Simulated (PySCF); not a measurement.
C₄H₃O₂S (charge -1).
Atom-mapped SMILES: `[OH:1][c:2]1[cH:3][cH:4][c:5]([S-:6])[o:7]1` (hydrogens: H8 on O1; H9 on C3; H10 on C4)

Structure used (GFN2-xTB), in Å, numbered top down from 1:
```xyz
10
C4H3O2S angstrom
O     -2.2941   -0.3949   -0.0850
C     -0.9499   -0.1019   -0.0279
C     -0.2923    1.0661    0.1581
C      1.0913    0.7382    0.1208
C      1.1878   -0.6179   -0.0861
S      2.5171   -1.6429   -0.2308
O     -0.0944   -1.1408   -0.1784
H     -2.3383   -1.3473   -0.2264
H     -0.7350    2.0330    0.3010
H      1.9168    1.4129    0.2322
```

A PySCF run (density fitting, gas phase, GFN2-xTB geometry) gave HOMO 0.28 eV, LUMO 4.80 eV and E = -702.362 Eh.

Question: Which of these levels was it?
A. WP04/Sadlej pVTZ
B. PBE/STO-3G
C. PBE0/pcSseg-1
D. LDA/aug-pcSseg-1
E. BP86/6-31++G**

Answer: C. It is PBE0/pcSseg-1. All candidates on this geometry:

| level and settings | kind | basis functions | SCF cycles | E (Eh) | HOMO (eV) | LUMO (eV) |
| --- | --- | --- | --- | --- | --- | --- |
| LDA/aug-pcSseg-1, start guess atom | LDA | 216 | 15 | -699.0728 | 0.65 | 2.17 |
| BP86/6-31++G**, energy threshold 1e-07 Eh | GGA | 148 | 13 | -702.9306 | 0.80 | 2.46 |
| WP04/Sadlej pVTZ, energy threshold 1e-07 Eh | global hybrid fitted to proton shifts | 203 | 10 | -713.3922 | -1.08 | 1.87 |
| PBE/STO-3G, energy threshold 1e-11 Eh | GGA | 42 | 13 | -693.8224 | 6.28 | 9.64 |
| PBE0/pcSseg-1 | global hybrid | 141 | 14 | -702.3621 | 0.28 | 4.80 |

The nearest other candidate, by the summed differences of HOMO and LUMO, is BP86/6-31++G**: its HOMO differs by +0.52 eV and its LUMO by -2.34 eV. Cycle counts include a coarse-grid stage where the run had one. All basis functions are spherical, in the Pople sets too. WP04 was designed for NMR shieldings or shifts; total energies of different functionals aren't comparable. The HOMO energy is positive at BP86/6-31++G**, LDA/aug-pcSseg-1, PBE/STO-3G and PBE0/pcSseg-1; such an orbital is held in place by the finite basis.
